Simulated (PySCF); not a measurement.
Bond length, frequency and bond energy of SiSb⁻ by level of theory

State: ¹Σ⁺ (singlet), closed shell. Set-up: basis Si def2-SVPD, Sb def2-SVPD with ECP28; scalar-relativistic core potentials; PySCF 2.14. De refers to Si⁻ + Sb in their high-spin ground configurations, without counterpoise correction. A positive dipole points towards Sb; it is taken about the centre of mass and depends on that origin.

| Level | Re (Å) | ωe (cm⁻¹) | De (eV) | μ (D) |
| --- | --- | --- | --- | --- |
| RHF | 2.275 | 520 | n/a | 2.54 |
| RHF-MP2 | 2.346 | 433 | n/a | n/a |
| RHF-SCS-MP2 | 2.343 | 438 | n/a | n/a |
| RHF-CCSD | 2.323 | 466 | n/a | n/a |
| RHF-CCSD(T) | 2.345 | 440 | n/a | n/a |
| PBE | 2.332 | 446 | n/a | 3.13 |
| PBEsol | 2.320 | 454 | n/a | 3.09 |
| revPBE | 2.339 | 442 | n/a | 3.17 |
| r²SCAN | 2.313 | 466 | n/a | 3.10 |
| M06-L | 2.317 | 465 | n/a | 3.37 |
| PBE0 | 2.302 | 477 | n/a | 3.00 |
| HSE06 | 2.306 | 473 | n/a | 3.01 |

Problem. What does a quarter of exact exchange do here, going from PBE to PBE0?

Solution. PBE0 less PBE: -3.0 pm in Re, +7.0 % in ωe. Exact exchange removes part of the self-interaction that spreads semilocal densities, and in most molecules shortens and stiffens the bond and lowers De; so it does here.

Problem. What does second-order correlation do here, going from RHF to RHF-MP2?

Solution. RHF-MP2 less RHF: +7.1 pm in Re, -16.7 % in ωe. Correlation nearly always deepens the well. The bond lengthens, as in strong covalent bonds, where excitations into antibonding orbitals dominate.

Problem. What does all correlation do here, going from RHF to RHF-CCSD(T)?

Solution. RHF-CCSD(T) less RHF: +7.0 pm in Re, -15.4 % in ωe. Correlation nearly always deepens the well. The bond lengthens, as in strong covalent bonds, where excitations into antibonding orbitals dominate.

Correlated steps freeze 9 core orbitals. Spin–orbit coupling is left out, which matters for elements this heavy, above all for dissociation energies. The highest Kohn–Sham level is positive in this anion. Much of that is self-interaction error, but it also means that the finite basis helps to hold the extra electron. The CCSD T1 diagnostic is raised, a sign that a single reference may not be enough here.

The whole job (state search and all levels along the bond) took about 2.7 min on 1 thread of Intel Xeon Platinum 8259CL @ 2.50GHz (shared host), peak memory 0.75 GiB.
